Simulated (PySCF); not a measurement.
[CuI4]2-: Cu(II) (d9), charge -2. The structure is a PBE0-D3(BJ)/def2-SVP, IEF-PCM water geometry optimised for multiplicity 2; coordination tetrahedral, point group D2d, metal–donor distances 2.63 Å.

The d shell alone is too small an active space for [CuI4]2- (Cu(II) with such soft donors has much ligand-hole, Cu(I)-like character): its levels, fitted parameters, g values and moments show what this model gives and aren't sound predictions.

```
5

Cu    0.0000    0.0000    0.0000
I     1.1182    1.6824    1.6824
I     1.1182   -1.6824   -1.6824
I    -1.1182    1.6824   -1.6824
I    -1.1182   -1.6824    1.6824
```

Method (PySCF 2.14, density fitting): CASSCF(9,5) with orbitals averaged over all microstates of the shell, strongly contracted NEVPT2 on the averaged canonical orbitals; basis x2c-TZVPall; spin-free X2C; IEF-PCM water; spin-orbit coupling by state interaction with the mean-field operator over all roots.

**Question.** What is the ground state?

**Answer.** 2B2 (from 2T2) (S = 1/2, orbital degeneracy 1), orbital occupations from the lowest 2.0 2.0 2.0 2.0 1.0, by NEVPT2.

**Question.** List the excited states of the same spin.

**Answer.** By NEVPT2: 2E (from 2T2) at 3724 cm⁻¹; 2B1 (from 2E) at 5357 cm⁻¹; 2A1 (from 2E) at 5729 cm⁻¹. The strongest, at 5729 cm⁻¹, has f = 4.8e-05.

**Question.** What ligand-field parameters describe the result?

**Answer.** At NEVPT2 level: orbital energies 0, 372, 2005, 2005, 5729 cm⁻¹; 10Dq = 3060 cm⁻¹ (difference of the means of the two sets); ζ = 769 cm⁻¹ (free ion 818).

**Question.** What are the magnetic parameters?

**Answer.** The ground doublet has g = 2.258, 2.258, 2.857. μeff is 2.25 μB at 300 K and 2.15 μB at 10 K; the spin-only value is 1.73 μB.

No frequencies were computed for the optimised geometry. Ligand-hole states mix strongly into such Cu(II) halides; the d shell alone makes them too ionic, overstates g shifts and moments and can put the wrong state lowest. NEVPT2 lifts 2B1 (from 2E) from 2715 to 5357 cm⁻¹; on the d shell alone such lifts tend to overshoot.

The job took 110 s on one thread of Arm Neoverse V2 (shared host), with 288 basis functions and a peak of 1.4 GiB, launched as `OMP_NUM_THREADS=1 python lf_run.py task.json out`.
